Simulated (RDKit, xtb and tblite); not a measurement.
Relaxed torsion scan: C9H9NSSi, SMILES c1ccc([SiH2]c2cccs2)nc1, singlet. Scanned: dihedral N11–C4–Si5–C6 and dihedral C4–Si5–C6–S10; all other coordinates were relaxed at GFN2-xTB. Points at φ and −φ are mirror images. Heavy atoms are numbered in the order of the SMILES c1ccc([SiH2]c2cccs2)nc1, hydrogens after them in the order of the atoms that carry them; the mirror image has the same energies with the sign of each dihedral reversed.

GFN2-xTB (xtb and tblite); MMFF94 // GFN2-xTB (RDKit); UFF // GFN2-xTB (RDKit).

Energies in kJ/mol at chosen points (x: dihedral N11–C4–Si5–C6 (°); y: dihedral C4–Si5–C6–S10 (°)), relative to x = 0, y = -120:

| method | (180, 30) | (-60, 30) | (90, -120) | (90, -30) | (-150, 180) | (180, -30) | (-120, -120) |
|---|---|---|---|---|---|---|---|
| GFN2-xTB | 0.8 | 0.0 | 1.0 | -0.3 | 0.5 | 0.8 | -0.6 |
| MMFF94 | 15.7 | 12.4 | -1.6 | 1.6 | 0.4 | 15.7 | -6.9 |
| UFF | 17.7 | 8.6 | 2.0 | 4.2 | 16.7 | 17.7 | 0.3 |

MMFF94 has few fitted parameters for silicon.
